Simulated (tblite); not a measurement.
C₃H₉FSSi.
Z-matrix (Å and degrees, GFN2-xTB geometry), rows numbered from 1:
```
F 
C   1  1.3826
Si  2  1.9203  1  110.15
C   3  1.9070  2  108.94  1    64.21
C   4  1.5177  3  112.93  2   -61.43
S   5  1.8327  4  112.38  3   178.44
H   2  1.0925  1  106.18  3  -122.11
H   2  1.0935  1  106.25  3   122.78
H   3  1.4647  2  108.27  1   -56.08
H   3  1.4650  2  106.91  1  -177.03
H   4  1.0925  3  109.19  2   176.84
H   4  1.0923  3  110.05  2    60.36
H   5  1.0893  4  111.81  3   -60.47
H   5  1.0884  4  111.59  3    61.67
H   6  1.3329  5   96.18  4    63.90
```

Level: GFN2-xTB in tblite, geometry and Hessian alike; calculated harmonic values, unscaled, isolated species. Errors from tens to a few hundred cm⁻¹ against measured bands are possible. Modes of hydrogen on silicon and sulfur can be 10 to 20 % off. One conformer, not necessarily the lowest.

Harmonic wavenumbers (cm⁻¹): 46.2, 68.0, 71.8, 151.9, 185.7, 215.7, 255.6, 289.8, 480.2, 574.8, 646.5, 676.8, 710.7, 726.7, 735.6, 762.6, 792.5, 802.8, 925.5, 1025.3, 1062.6, 1106.8, 1203.0, 1212.5, 1252.6, 1276.8, 1288.8, 1445.6, 1449.8, 1475.7, 2259.2, 2262.9, 2422.6, 2948.6, 2961.0, 2963.3, 2977.2, 2989.4, 3023.2.

A = 3872, B = 969.6, C = 817.0 MHz; mass 124.018 u (most abundant isotopes); point group C1, symmetry number 1.

Q: What is the zero-point energy?

A: ½Σν̃ = 23863 cm⁻¹ = 285.47 kJ/mol.

Q: Give the ideal-gas entropy at 273.15 K and 1 bar in the rigid-rotor, harmonic-oscillator model (classical rotation).

A: Translation 167.15, rotation 120.41, vibration 105.21: S = 392.8 J/(mol K).

Q: And Cp and H(273.15 K) − H(0)?

A: Cp = 133.82 J/(mol K), of which vibrations give 100.57 (their classical limit is 39 R = 324.3); H(273.15 K) − H(0) = 23.68 kJ/mol without the zero-point energy, 14.59 from vibrations.

Q: What must be added to the electronic energy to get the Gibbs energy at 273.15 K and 1 bar?

A: ZPE + [H(273.15 K) − H(0)] − T·S = 285.47 + 23.68 − 107.29 = 201.86 kJ/mol.

Q: Which modes carry the vibrational entropy at 273.15 K?

A: 46.2 cm⁻¹: 20.09; 68.0 cm⁻¹: 16.90; 71.8 cm⁻¹: 16.45; 151.9 cm⁻¹: 10.39; 185.7 cm⁻¹: 8.82; 215.7 cm⁻¹: 7.69 J/(mol K); the other 33 give 24.88 together.

Q: How do the functions run with temperature in this model?

A: 
| T (K) | S (J/(mol K)) | Cp (J/(mol K)) | H − H(0) (kJ/mol) | G − H(0) (kJ/mol) | ln q(vib) |
| --- | --- | --- | --- | --- | --- |
| 150 | 326.4 | 92.6 | 9.78 | -39.17 | 3.22 |
| 250 | 381.3 | 125.8 | 20.67 | -74.65 | 5.68 |
| 298.15 | 404.9 | 142.3 | 27.13 | -93.58 | 6.81 |
| 400 | 451.3 | 174.1 | 43.29 | -137.21 | 9.15 |
| 600 | 531.4 | 221.2 | 83.13 | -235.70 | 13.51 |
| 900 | 630.3 | 266.1 | 156.79 | -410.50 | 19.50 |

q(vib) and H(0) count from the zero-point level.

Hindered rotation and anharmonicity are outside this model. Other conformers, if any are populated, would add a mixing term that is left out. The structure is chiral; the term R ln 2 for an equal mix with its mirror image is left out.
